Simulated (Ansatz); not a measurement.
C₅H₅BF₃N, SMILES `F[B-](F)(F)[n+]1ccccc1`, relaxed with RKS PBE0-D4/def2-TZVP in Ansatz from a GFN2-xTB geometry. The force threshold is 0.005 eV/Å; the program also tests the step.

Charge 0, multiplicity 1.

Start:

```xyz
15

F     2.280   -0.162   -1.802
B     1.209   -0.991   -1.672
F     0.410   -1.005   -2.768
F     1.544   -2.227   -1.226
N     0.298   -0.308   -0.461
C    -0.601    0.619   -0.764
C    -1.326    1.267    0.218
C    -1.098    0.936    1.546
C    -0.152   -0.035    1.841
C     0.532   -0.637    0.802
H    -0.730    0.824   -1.817
H    -2.052    2.016   -0.053
H    -1.648    1.424    2.336
H     0.054   -0.321    2.860
H     1.278   -1.402    0.960
```

By how much does the energy fall, and how many steps does the optimiser take? (Best estimate.)

Ansatz gave: 1.66 kJ/mol, in 5 steps.

Which bonds change most? (Best estimate.)

The calculation gave: B2–F4 from 1.356 to 1.371 Å; B2–F3 from 1.356 to 1.372 Å; F1–B2 from 1.360 to 1.371 Å; N5–C6 from 1.327 to 1.333 Å.

Give the relaxed structure. (Estimate.)

The calculation gave: 
```xyz
15

F     2.296   -0.163   -1.814
B     1.212   -0.989   -1.671
F     0.391   -0.999   -2.770
F     1.538   -2.237   -1.207
N     0.307   -0.302   -0.463
C    -0.601    0.626   -0.765
C    -1.326    1.268    0.218
C    -1.098    0.932    1.543
C    -0.152   -0.035    1.842
C     0.536   -0.634    0.806
H    -0.728    0.828   -1.820
H    -2.058    2.015   -0.057
H    -1.654    1.419    2.336
H     0.055   -0.327    2.863
H     1.283   -1.402    0.959
```
